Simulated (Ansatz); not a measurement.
AlBrFH3Sn, relaxed with RKS PBE-D4/def2-SVP in the Gaussian-basis code of Ansatz from a rough embedded geometry. The force threshold is 0.03 eV/Å; the program also tests the step.

Total charge 0; spin multiplicity 1. Sn takes the def2 core potential. The bonds changed during the relaxation, so this is another structure than the one it started from.

Start:

```xyz
7

F     1.806   -1.460   -0.721
Sn   -0.018   -1.070   -0.080
Al   -0.174    1.489    0.422
Br   -1.704   -1.592   -1.872
H    -0.387   -1.967    1.363
H     0.612    2.062    1.717
H    -0.134    2.538   -0.829
```

Q: How much energy does the relaxation release, and in how many steps? (An estimate is asked.)

A: The calculation gave: 103.37 kJ/mol, in 25 steps, 1 of them rejected.

Q: Which bonds change most? (Best estimate.)

A: The calculation gave: Al3–Br4 from 4.134 to 2.439 Å; Sn2–Br4 from 2.514 to 2.908 Å; Sn2–Al3 from 2.612 to 2.752 Å; Al3–H7 from 1.633 to 1.590 Å.

Q: Give the relaxed structure. (An estimate is asked.)

A: The calculation gave: 
```xyz
7

F     1.706   -1.875   -1.101
Sn    0.676   -1.081    0.380
Al   -0.310    1.470    0.073
Br   -1.792   -0.211   -0.889
H     0.037   -2.560    1.085
H    -0.839    1.995    1.480
H     0.522    2.262   -1.027
```
